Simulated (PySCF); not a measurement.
An unknown is described by computed data only.

Formula: C5H11Al.

| Quantity | Value |
| --- | --- |
| Rotational structure | rotational constants A, B, C: 6.209, 1.306, 1.121 GHz [PBE0-D3(BJ)/def2-SVP] |
| 1H NMR | chemical shifts (computed TMS as zero) by class: 7.04 (1 H), 6.88 (1 H), 6.66 (1 H), 5.11 (1 H), 1.26 (6 H), 0.26 (1 H) ppm [GIAO PBE0/pcSseg-1] |
| 13C NMR | chemical shifts (computed TMS as zero) by class: 156.8 (1 C), 152.9 (1 C), 20.3 (2 C), 16.0 (1 C) ppm [GIAO PBE0/pcSseg-1] |
| UV, first state | lowest singlet excitation: 4.64 eV (267 nm, f = 0.000) [TDDFT CAM-B3LYP/def2-SVPD] |
| Dipole | 0.66 D [CAM-B3LYP/def2-SVPD] |
| Valence photoelectron | vertical ionisation energy: 9.09 eV [ΔSCF CAM-B3LYP/def2-SVPD] |
| XPS | C1s 289.5, C1s 289.6, C1s 290.3 (×2), C1s 290.5, Al1s 1566.1 eV [ΔSCF SCAN, pcX-2 on the ionised atom, pcseg-1 elsewhere, spin-free X2C] |
| UV, strongest line | among the 10 lowest singlet transitions: S3 at 6.12 eV (202 nm, f = 0.237) [TDDFT CAM-B3LYP/def2-SVPD] |

The electronic properties come from PySCF, for the isolated species, density fitting. Levels stand in brackets. Geometry: PBE0-D3(BJ)/def2-SVP, one conformer, isolated molecule. NMR classes are plain means over equivalent atoms (diastereotopic ones count apart unless rotation or inversion swaps them), as if these changed places fast.

Question: Propose a structure and show how it fits.

Answer: Numbering: `[CH2:1]=[CH:2][AlH:3][CH:4]([CH3:5])[CH3:6]`. 5 carbons fall into 4 classes; from least to most shielded: terminal =CH2 carbon [C1] (156.8 ppm), alkene CH carbon [C2] (152.9 ppm), methyl carbon [C5/C6] (20.3 ppm, 2 C), sp3 CH carbon [C4] (16.0 ppm). Hydrogen classes from least to most shielded: 1 H on a terminal =CH2 carbon, C1 (7.04 ppm), 1 H on an alkene CH carbon, C2 (6.88 ppm), 1 H on a terminal =CH2 carbon, C1 (6.66 ppm), 1 H on an aluminium bonded to 2 C and H, Al3 (5.11 ppm), 6 H on 2 methyl carbons, C5/C6 (1.26 ppm, a mean of values up to 0.7 ppm apart in this geometry), 1 H on an sp3 CH carbon, C4 (0.26 ppm). The core levels belong to: C1s 289.5 eV, sp3 CH carbon [C4]; C1s 289.6 eV, alkene CH carbon [C2]; C1s 290.3 eV, methyl carbon [C5/C6]; C1s 290.5 eV, terminal =CH2 carbon [C1]; Al1s 1566.1 eV, aluminium bonded to 2 C and H [Al3]. One atom of each topological class was ionised and stands for its class. S1 is mainly HOMO→LUMO (weight 0.94); the largest Löwdin shares of the orbital it empties are 0.36 on the sp3 CH carbon, 0.18 on the aluminium bonded to 2 C and H and 0.08 on each of 2 atoms of one kind (methyl carbon), of the orbital it fills 0.41 on the aluminium bonded to 2 C and H, 0.17 on the terminal =CH2 carbon, 0.15 on the alkene CH carbon and 0.07 on the sp3 CH carbon. The optimised geometry has point group C1 and is an asymmetric top. Structure: `C=[CH][AlH][CH](C)C`. Computed isomers that give other values at the same levels: `C[C]1([AlH2])CCC1` (13C chemical shifts (computed TMS as zero) by class: 36.5 (2 C), 29.3 (1 C), 22.7 (1 C), 22.7 (1 C) ppm); `C[C@H]1C[CH2][AlH][CH2]1` (13C chemical shifts (computed TMS as zero) by class: 38.8 (1 C), 38.5 (1 C), 27.6 (1 C), 22.1 (1 C), 14.6 (1 C) ppm); `C[C@@H]1CC[CH2][AlH]1` (13C chemical shifts (computed TMS as zero) by class: 40.7 (1 C), 29.3 (1 C), 25.5 (1 C), 17.2 (1 C), 14.1 (1 C) ppm). The assignments are read from this structure; whether some other isomer fits the data as well wasn't checked.

The values belong to the conformer `[CH2:1]=[CH:2][AlH:3][CH:4]([CH3:5])[CH3:6]`: C1–C2–Al3–C4 180°, C2–Al3–C4–C5 -172°.
